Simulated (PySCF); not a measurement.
Mass spectrum arithmetic for `C=N[C@@H]1CC[C@@H]1N[SiH2]F`

Species: `[C@@H]1(N=C)CC[C@@H]1N[SiH2]F`.

All values are calculated from tables of isotopes.

(1) Molar mass and exact mass?

(2) Give the isotope pattern of the molecular ion M+•, merging species of the same nominal mass.

(3) Give the mass fraction of each element.

(4) What share of all molecules is the monoisotopic species?

(5) Count the protons, neutrons and electrons of the monoisotopic species, and give its exact less its nominal mass.

Results:

(1) For C5H11FN2Si, with standard atomic weights, 5 × 12.011 + 2 × 14.007 + 1 × 28.085 + 1 × 18.998 + 11 × 1.008 = 146.240 g/mol. From the most abundant isotopes (12C, 14N, 28Si, 19F, 1H), 5 × 12.000000 + 2 × 14.003074 + 1 × 27.976927 + 1 × 18.998403 + 11 × 1.007825 = 146.0676 u.

(2) 
```
nominal mass  m/z (centroid)  relative intensity
         146        146.0670               100.0
         147        147.0683                11.4
         148        148.0647                 3.8
         149        149.0668                 0.2
```

Lines under 0.1 % of the tallest are left out. One electron mass, 0.00055 u, is taken off.

(3) C 41.07 %, N 19.16 %, Si 19.20 %, F 12.99 %, H 7.58 %.

(4) 0.9893^5 × 0.99632^2 × 0.922297 × 1 × 0.999885^11 = 86.65 %.

(5) 78 protons, 68 neutrons and 78 electrons; 146.0676 − 146 = +0.0676 u.
